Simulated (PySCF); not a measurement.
Computed shifts of a molecule Cl2H5NSi2, PBE/pcSseg-1 (PySCF), GIAO, gas phase, atoms alike by connectivity averaged where their shifts nearly agree, in ppm (number of nuclei): ²⁹Si: -15.4 (2). ¹⁵N: 70.8 (1). ¹H: 5.89 (2), 5.71 (2), 2.18 (1). References: ²⁹Si against TMS (σ = 335.4 ppm); ³⁵Cl against HCl (σ = 936.5 ppm); ¹⁵N against NH3 (σ = 267.0 ppm); ¹H against TMS (σ = 31.49 ppm), references at their B3LYP-D3(BJ)/def2-TZVP geometries, non-relativistic (without spin–orbit terms, shifts of atoms bonded to Cl or Br come out too high). Geometry: PBE0-D3(BJ)/def2-SVP. Other conformers were not sampled.

Which structure fits?
A. N[SiH2][SiH](Cl)Cl
B. N[Si]([SiH3])(Cl)Cl
C. Cl[SiH2]N[SiH2]Cl
D. N[Si@@H](Cl)[SiH2]Cl

C, Cl[SiH2]N[SiH2]Cl
